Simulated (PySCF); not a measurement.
SMILES [CH3][In]([CH3])[CH3] (PBE0/def2-SVP optimised geometry):

```
13

In    -0.209     0.112     0.000
C     -1.296     1.997     0.000
H     -1.101     2.540    -0.939
H     -0.948     2.638     0.826
H     -2.381     1.850     0.099
C      1.967     0.112     0.000
H      2.353    -0.579    -0.765
H      2.336    -0.241     0.977
H      2.381     1.114    -0.184
C     -1.295    -1.773     0.000
H     -0.622    -2.638     0.090
H     -1.869    -1.874    -0.936
H     -2.018    -1.798     0.831
```

Computed with PBE0/def2-TZVP, def2 effective core potentials past Kr in PySCF.

Task: What are the frontier orbital energies and the dipole moment?

Result: HOMO-2 -10.48 eV, HOMO-1 -7.01 eV, HOMO -7.01 eV, LUMO -0.87 eV, LUMO+1 0.13 eV; dipole moment 0.00 D.

On the same geometry PBE/def2-TZVP, def2 effective core potentials past Kr run with PySCF 2.14.0 gives HOMO-2 -9.10 eV, HOMO-1 -5.87 eV, HOMO -5.87 eV, LUMO -1.60 eV, LUMO+1 -0.66 eV; dipole moment 0.00 D.
